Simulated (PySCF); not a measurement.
Ga(F)(Et)(Vi), C4H8FGa, SMILES [F][Ga]([CH]=C)[CH2]C (PBE0/def2-SVP optimised geometry):

```
14

Ga     0.525    -0.454     0.000
F      2.295    -0.454     0.000
C     -0.269     1.342     0.000
C      0.710     2.462    -0.340
H     -0.702     1.492     1.006
H     -1.132     1.340    -0.688
H      1.118     2.354    -1.357
H      1.571     2.473     0.345
H      0.229     3.453    -0.285
C     -0.248    -2.239     0.020
C     -1.572    -2.446     0.006
H      0.414    -3.113     0.042
H     -2.009    -3.453     0.016
H     -2.295    -1.621    -0.017
```

Level of theory: PBE0/def2-TZVP run with PySCF 2.14.0.

**Question.** What are the frontier orbital energies and the dipole moment?

**Answer.** HOMO-2 -9.24 eV, HOMO-1 -8.28 eV, HOMO -7.69 eV, LUMO -1.34 eV, LUMO+1 0.31 eV; dipole moment 2.90 D.

On the same geometry PySCF with PBE/def2-TZVP gives HOMO-2 -7.79 eV, HOMO-1 -7.16 eV, HOMO -6.43 eV, LUMO -2.22 eV, LUMO+1 -0.55 eV; dipole moment 2.76 D.

Meta-Löwdin charges at PBE0/def2-TZVP: Ga1 0.85, F2 -0.53, C3 -0.43, C4 -0.33, H5 0.12, H6 0.12, H7 0.11, H8 0.12, H9 0.11, C10 -0.33, C11 -0.20, H12 0.13, H13 0.12, H14 0.11.
